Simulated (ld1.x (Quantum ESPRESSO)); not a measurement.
What one change does to a pseudopotential (Pb (Z = 82), PAW)

| Quantity | Value |
| --- | --- |
| Element | Pb (Z = 82) |
| Generator | ld1.x (Quantum ESPRESSO) 7.5 |
| Type | PAW |
| Functional | PBE |
| Relativity | scalar-relativistic |
| Frozen core | [Xe] 4f14 |
| Valence charge | 14 |
| Reference configuration | 5d10 6s2 6p2 |
| Partial waves | 6s (bound): rcut 1.40, rcutus 1.90 bohr; 6s channel at 2.65 Ry: rcut 1.40, rcutus 1.90 bohr; 6p (bound): rcut 1.95, rcutus 2.60 bohr; 6p channel at 0.9 Ry: rcut 1.95, rcutus 2.60 bohr; 5d (bound): rcut 1.70, rcutus 2.20 bohr; 5d channel at -1.05 Ry: rcut 1.70, rcutus 2.20 bohr |
| Local potential | all-electron potential smoothed inside 2.10 bohr (lloc = -1) |
| Core correction | Bessel-smoothed model core inside 1.10 bohr |
| Augmentation charge | BG, radius 1.25 bohr |

Change: waves 6s (bound): rcut 1.40, rcutus 2.48 bohr; 6s channel at 2.65 Ry: rcut 1.40, rcutus 2.48 bohr.

Cutoffs: the cutoffs (Ry, on a coarse ladder) from which the occupation-weighted sum of valence levels, in a spherical-Bessel basis at the reference potential, stays within 10 and 1 mRy of its value at 400 Ry; they do not see the model core or the augmentation charge, which bear on the density cutoff. Errors are all-electron minus pseudo energies relative to the spin-unpolarised reference configuration.

Q: How do hardness, ghosts and transferability respond?

A: The potential gets neither clearly harder nor softer (25 Ry and 40 Ry → 25 Ry and 40 Ry); the d channel sets the loose cutoff, while the largest relative change is in s, which becomes softer; the number of tests with a reliable result goes from 7 to 2 (the test run of the changed file stopped, so its transferability is not established); neither file shows a bound ghost.

```tsv
quantity	base	changed
cutoff, loose	25 Ry	25 Ry
cutoff, tight	40 Ry	40 Ry
loose cutoff by channel (10 mRy a level)	s 8 Ry, p 6 Ry, d 18 Ry	s 6 Ry, p 6 Ry, d 18 Ry
bound ghosts	none	none
tests with a reliable result	7 of 7	2 of 7 (the test run stopped)
error for 5d10 6s2 6p1, meV [ΔE 6.58 eV]	-2.2	-1.9
error for 5d10 6s2 6p0, meV [ΔE 20.02 eV]	-3.8	+5.6
s: phases at 2.86 bohr within 0.05 rad from the reference energy up to (Ry; the scan ends near 5)	3.0	2.5
p: phases at 2.86 bohr within 0.05 rad from the reference energy up to (Ry; the scan ends near 5)	3.6	3.6
d: phases at 2.86 bohr within 0.05 rad from the reference energy up to (Ry; the scan ends near 5)	to the end of the scan	to the end of the scan
lowest overlap eigenvalue by channel	s 0.55, p 0.48, d 0.45	s 0.52, p 0.48, d 0.45
```

Base: ld1.x warns that Blöchl-style (BG) augmentation functions are not a good idea. Changed file: ld1.x warns that Blöchl-style (BG) augmentation functions are not a good idea.
